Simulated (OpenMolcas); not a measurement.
Pt4+: ligand-field states by method

Pt4+ with 6 ligands (fluoride) in trigonal antiprismatic coordination (D3d) at 1.94 Å, a polar angle of 59.6° against the regular 54.74°. A charge of +0.333 e stands 3.2 Å behind each ligand. Ligand basis ANO-RCC-VDZP.
```
Pt    0.0000    0.0000    0.0000
F     0.0000    1.6734    0.9815
F    -1.4492   -0.8367    0.9815
F     1.4492   -0.8367    0.9815
F     0.0000   -1.6734   -0.9815
F     1.4492    0.8367   -0.9815
F    -1.4492    0.8367   -0.9815
```

| Quantity | Value |
| --- | --- |
| Program | OpenMolcas |
| Basis | ANO-RCC-VDZP [7s6p4d2f] |
| Scalar Hamiltonian | DKH2, point nucleus |
| Active space | 6 electrons in 5 orbitals (5d) |
| State averaging | 2S+1 = 5 even, 5 roots; 2S+1 = 3 even, 45 roots; 2S+1 = 1 even, 50 roots |
| Spin-orbit coupling | state interaction with AMFI integrals over the reference wave functions |

I. CASSCF
II. SS-CASPT2, IPEA 0.25 Eh, imaginary shift 0.1 Eh (closed shells correlated: 5s 5p and the ligand valence shells)

Spin-free states (labels of D3, the rotations of D3d) in cm-1, each column counted from its own energy of the first state listed:

```csv
State,Degeneracy,I,II
2S+1 = 1,1,0,0
2S+1 = 3,1,23373,23390
3E,2,23493,24300
3E,2,28889,28010
2S+1 = 1,1,28898,26810
1E,2,29146,27610
2S+1 = 3,1,29343,27900
2S+1 = 5,1,37293,45190
1E,2,38233,34440
5E,2,38951,46530
2S+1 = 1,1,39621,35100
2S+1 = 3,1,52282,54160
3E,2,52830,53840
2S+1 = 3,1,53819,54430
3E,2,54040,55580
3E,2,56042,56940
3E,2,56743,57990
2S+1 = 3,1,57392,58850
2S+1 = 1,1,58415,57060
3E,2,58860,57720
```

From I to II, I's first state of the same spin (2S+1 = 1) moves from 28898 to 26810 cm-1, by about -2100 cm-1.

From I to II, I's first state of another spin (2S+1 = 3) moves from 23373 to 23390 cm-1, by about +16 cm-1.

χT at 300 K: I 0.02, II 0.02 cm3 K/mol.

The states above are spin-free; spin-orbit coupling is strong here and shifts and splits them by thousands of cm-1.

Roots that are degenerate in the reference are averaged as groups; the widest CASPT2 spread within a group is 570 cm-1 (the 2-fold group of multiplicity 1 near 58700 cm-1 above the lowest state of its run, II). Shifts and gaps below about the spread of the groups concerned are not significant. Over all roots computed the reference weight is 0.66 to 0.69 in II; a low but even weight reflects the number of correlated electrons. The least metal-like active orbital is 68 % on the metal (Löwdin) and no ligand orbital is active, so the numbers are rough, and ground spin, moment and any spin crossover can be artefacts of this space; highly charged d ions in such sites are as a rule low spin. Ligand-to-metal charge-transfer states are missing. With no ligand orbital active B as a rule stays too high, so bands that hang on it stand too high and its fall with covalency is understated. Without dynamic correlation the repulsion within the d shell is too large (B by tens of per cent), so at a given field states of lower spin stand too high (holds for I). With metal d orbitals alone the field can be off either way by tens of per cent (holds for I). With one d shell and no ligand orbital active, 10Dq can be off by a tenth or more (holds for II). No measured value stands beside these numbers; the geometry was imposed, not optimised, and the real ion may take another.
